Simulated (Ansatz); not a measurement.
```xyz
7

N    -0.890   -1.681    0.002
Al   -0.083   -0.120    0.056
O     0.802    0.865   -1.019
Ga    0.872    1.966    0.498
H    -0.932   -2.279   -0.808
H    -1.375   -2.100    0.779
H     1.607    3.350    0.491
```

Charge 0, multiplicity 1.

(1) List the PBE/def2-TZVPP orbital energies in eV (Ansatz). (An estimate is asked.)

Results:

(1) Computed: Occupied: -10093.54, -1506.44, -1233.44, -1093.14, -1093.07, -1093.04, -509.16, -380.09, -143.21, -106.73, -97.81, -97.60, -97.53, -68.78, -68.70, -68.58, -22.64, -20.79, -19.78, -19.73, -19.70, -19.65, -19.32, -12.06, -10.68, -10.43, -8.41, -7.66, -7.34, -6.38, -4.95. Lowest empty: -2.23, -1.88, -0.44, -0.18, 0.33, 1.26, 1.75, 2.02.
